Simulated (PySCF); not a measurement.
AlClH₄O₂SSi, SMILES [SiH2]([S][Al]([OH])[OH])Cl.

Coordinates come from a PBE0-D3(BJ)/def2-SVP optimisation. The structure was generated by enumeration; whether it is a known compound was not checked. One conformer was computed; it need not be the lowest.

Two levels are set side by side: TDA-PBE/def2-SVPD (PySCF) and TDA-B3LYP/def2-SVPD (PySCF). Vertical, same geometry. The lowest singlet is HOMO→LUMO 99 % with PBE and HOMO→LUMO 99 % with the other functional; states are paired by order. Differences are taken from unrounded values.

```
quantity                              TDA-B3LYP
------------------------------------  ---------
lowest singlet excitation (eV)             5.23
lowest triplet excitation (TDA) (eV)       5.10
```

Question: What does TDA-PBE give, and how far is it from TDA-B3LYP? (Estimate from the structure and the level; the computed values follow.)

Answer: 
```csv
quantity,TDA-PBE,TDA-PBE minus TDA-B3LYP
lowest singlet excitation (eV),4.76,-0.47
lowest triplet excitation (TDA) (eV),4.63,-0.47
```

A lower first singlet is the usual sign of a functional without exact exchange. Differences between two approximate levels are no errors against the true value.

Rough cost on one machine, each run with all the roots and properties that it gave: TDA-B3LYP against TDA-PBE about 3 times.
